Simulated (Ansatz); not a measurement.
The cluster Mg₂I₃. Charge 0, multiplicity 2. Geometry PBE-D4/def2-SVP, basis def2-TZVP, Ansatz.

```xyz
5

Mg    0.475    0.445   -1.375
Mg   -0.083   -0.326    1.484
I     1.552    1.248   -3.577
I     0.070   -0.797    4.015
I    -2.013   -0.571   -0.547
```

```json
{"run": "A", "HOMO (eV)": "-8.52", "LUMO (eV)": "-0.75"}
{"run": "B", "HOMO (eV)": "-5.71", "LUMO (eV)": "-3.95"}
{"run": "C", "HOMO (eV)": "-6.31", "LUMO (eV)": "-3.72"}
{"run": "D", "HOMO (eV)": "-5.41", "LUMO (eV)": "-4.33"}
{"run": "E", "HOMO (eV)": "-6.99", "LUMO (eV)": "-3.12"}
```

In the def2 sets I takes a core potential; there is no spin–orbit coupling. Another isomer (doublet) lies 0.59 eV lower at PBE0-D4/def2-TZVP; other spin states weren't run for this one.

HOMO and LUMO are taken over both spins.

**Question.** The runs used BHLYP, HF, PBE, PBE0, r2SCAN. Estimate which is which.

**Answer.** A HF (100 % exact exchange); B r2SCAN (0 % exact exchange); C PBE0 (25 % exact exchange); D PBE (0 % exact exchange); E BHLYP (50 % exact exchange). Exact exchange lowers occupied and raises empty levels; among semilocal functionals meta-GGAs tend to open the gap a little, and such runs are hard to tell apart. The gap grows from 1.08 eV (PBE) to 7.77 eV (HF).
